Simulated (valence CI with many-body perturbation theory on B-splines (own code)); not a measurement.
**Pb⁶⁸⁺: what the settings do**

Computed by relativistic CI+MBPT: four valence electrons over a frozen Dirac-Fock core [Ne], a basis of 6 s, 6 p, 5 d, 3 f, 1 g functions for each j, with the one-electron correlation potential Σ1 (screened to all orders), the two-electron term Σ2, the three-electron term Σ3, Breit, model QED; selected single and double excitations, second order for the rest, scaled by the run's own slope (own B-spline code, finite nucleus).

No measured spectrum was set against this ion. As an estimate, large intervals hold to a few tenths of a per cent, small ones and those within an open d or f shell to about a per cent.

The reference run has the lowest level (3s^2 3p1/2^2) J=0 and an ionisation energy of 8520.28 eV. Its largest variational space holds 9998 state functions.

Levels are named by their leading jj configuration (3d3/2^4 stands for four electrons in 3d with j = 3/2), which in mixed levels can hold well under half, so a name can repeat and another be missing.

Changed runs:
A. size limit of the variational space 10000 → 1500; highest l with Σ1, explicit Σ2 and valence Breit (higher l get mean screening factors) 3 → 0
B. shift of the energy in Σ1 (hartree) 0 → 57.6
C. highest l in the core sums 6 → 4; core polarisation of operators on → off
D. cutoff of virtual states (hartree) 13448 → 288 (bad on purpose)

Excitation energies of the reference run in cm⁻¹, and shifts in cm⁻¹:

| Level | Reference | A | B | C | D |
| --- | --- | --- | --- | --- | --- |
| (3s^2 3p1/2 3p3/2) J=1 | 4652410 | -1112 | +210 | +20 | -1170 |
| (3s^2 3p1/2 3p3/2) J=2 | 4736100 | +4868 | +210 | +19 | -1175 |
| (3s 3p1/2^2 3p3/2) J=2 | 6268570 | -7679 | +39 | -48 | +329 |
| (3s 3p1/2^2 3p3/2) J=1 | 6509590 | -7862 | +52 | -82 | +60 |
| (3s^2 3p1/2 3d3/2) J=2 | 6674510 | +5594 | +105 | -227 | -1723 |
| (3s^2 3p1/2 3d3/2) J=1 | 7098130 | +4008 | +93 | -190 | -1108 |
| (3s^2 3p1/2 3d5/2) J=2 | 7913390 | -398 | +202 | -203 | -2332 |
| (3s^2 3p1/2 3d5/2) J=3 | 7928610 | +7299 | +205 | -205 | -2335 |
| (3s 3p1/2^2 3d3/2) J=1 | 8331270 | -12162 | -67 | -293 | -222 |
| (3s 3p1/2^2 3d3/2) J=2 | 8400680 | -7730 | -66 | -292 | -212 |
| (3s^2 3p3/2^2) J=2 | 9455930 | -774 | +417 | +37 | -2274 |
| (3s 3p1/2^2 3d5/2) J=3 | 9526010 | -6008 | +32 | -270 | -891 |
| Ionisation energy (eV) | 8520.28 | +5.92 | +0.14 | +0.016 | -0.69 |
